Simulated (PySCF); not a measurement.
Electronic absorption of C6H7NOS

C6H7NOS.
SMILES with atom numbers: `[CH3:1][NH:2][c:3]1[cH:4][cH:5][s:6][c:7]1[CH:8]=[O:9]` (hydrogens: H10, H11, H12 on C1; H13 on N2; H14 on C4; H15 on C5; H16 on C8)

Theory: TDDFT CAM-B3LYP/def2-SVPD, vertical, gas phase, core orbitals frozen in the response in PySCF. Isolated species at its GFN2-xTB geometry (one conformer only). GFN2-xTB frequencies show an imaginary mode (23i cm⁻¹), so this geometry is no minimum at that level. Torsions of this conformer, `[CH3:1][NH:2][c:3]1[cH:4][cH:5][s:6][c:7]1[CH:8]=[O:9]`: C1–N2–C3–C4 0°, S6–C7–C8–O9 180°.

| state | E (eV) | E (kJ/mol) | λ (nm) | f | \|μ\| (D) | main configurations (H = HOMO, L = LUMO) |
| --- | --- | --- | --- | --- | --- | --- |
| S1 | 4.02 | 387 | 308.7 | 0.200 | 3.62 | H→L (98%) |
| S2 | 4.24 | 410 | 292.1 | 0.0006 | 0.19 | H-2→L (84%), H-2→L+3 (12%) |
| S3 | 5.18 | 500 | 239.3 | 0.171 | 2.95 | H-1→L (83%), H→L+3 (12%) |
| S4 | 5.20 | 502 | 238.2 | 0.0012 | 0.24 | H→L+1 (57%), H→L+2 (24%) |
| S5 | 5.69 | 549 | 218.0 | 0.0002 | 0.10 | H→L+2 (63%), H→L+1 (22%) |
| S6 | 5.73 | 553 | 216.4 | 0.024 | 1.06 | H→L+3 (85%), H-1→L (12%) |
| S7 | 6.23 | 601 | 198.9 | 0.0088 | 0.61 | H→L+4 (86%) |
| S8 | 6.41 | 619 | 193.3 | 0.0000 | 0.02 | H-1→L+1 (42%), H-1→L+2 (18%), H→L+6 (10%) |

Triplets, Tamm–Dancoff:

```csv
state,E (eV),λ (nm),"main configurations (H = HOMO, L = LUMO)"
T1,2.61,475.9,H→L (95%)
T2,3.79,327.2,H-1→L (85%)
T3,3.81,325.4,"H-2→L (80%), H-2→L+3 (15%)"
```

The lowest singlet lies at 4.02 eV (309 nm, ultraviolet) and is strong; its leading configuration is HOMO→LUMO (98%). The lowest level is also the most intense of those listed (f = 0.200). Löwdin shares by element: HOMO carbon 27% or more, nitrogen 24%, sulfur 18% (atoms not listed hold the other 31%); LUMO carbon 46% or more, oxygen 14% (atoms not listed hold the other 40%). Orbital energies (eV): HOMO-3 -10.45, HOMO-2 -8.79, HOMO-1 -8.64, HOMO -7.18, LUMO -0.55, LUMO+1 1.06, LUMO+2 1.16. Weighted by f, the mean energy of these states is 4.66 eV. The oscillator strengths of these states sum to 0.406; summed over the whole spectrum of an exact calculation they would give the number of electrons, 74 (Thomas–Reiche–Kuhn). No computed singlet lies in the visible range (380 to 750 nm); the lowest, at 309 nm, stands 0.75 eV above its violet end (3.26 eV); a Tamm–Dancoff triplet lies at 476 nm, without intensity as long as spin–orbit coupling is left out. Singlets were solved by full linear response, triplets in the Tamm–Dancoff approximation.
